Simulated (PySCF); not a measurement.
Vertical excitations of a molecule CH₉FN₂Si₂ from TDA-PBE/def2-SVPD (PySCF), as energy in eV (oscillator strength): 5.42 (0.022), 5.72 (0.002), 5.77 (0.050), 6.02 (0.007), 6.14 (0.037), 6.35 (0.011). Lowest triplet (TDA): 5.18 eV. Geometry optimised at B3LYP-D3(BJ)/def2-SVP. One conformer was computed; it need not be the lowest.

Question: Pick the molecule that these values belong to.
A) CN([SiH2]N)[SiH2]F
B) N[SiH2]N[SiH2]CF
C) N[SiH](N)C[SiH2]F
D) N[SiH2][C@H](N)[SiH2]F

Answer: B, N[SiH2]N[SiH2]CF
